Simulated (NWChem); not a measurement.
CH5FGe; SMILES [CH3][GeH2][F]

```xyz
8

Ge     0.3232     0.1024     0.0007
C     -0.7192    -1.5483     0.0016
F     -0.8264     1.4443     0.0005
H      1.1788     0.2714     1.2856
H      1.1782     0.2706    -1.2847
H     -1.3574    -1.5967    -0.9015
H     -0.0396    -2.4238     0.0064
H     -1.3634    -1.5915     0.9007
```
Atoms are numbered in this order, from 1.

Program: NWChem. Pople sets run with spherical d functions. Geometry: optimised at PBE-D3(BJ)/def2-SVP. B3LYP is NWChem's, with the RPA form of VWN correlation. Vzz is the largest principal value of the second derivative of the potential at the nucleus (NWChem prints the opposite sign); η is the asymmetry. Non-relativistic.

For level B3LYP/6-31G*:

| Quantity | Result |
|---|---|
| Vzz Ge1 (a.u.) | 1.534 |

Question: Estimate the same quantities for level B3LYP/def2-TZVP.

Answer: 
- Vzz Ge1 (a.u.): 1.968
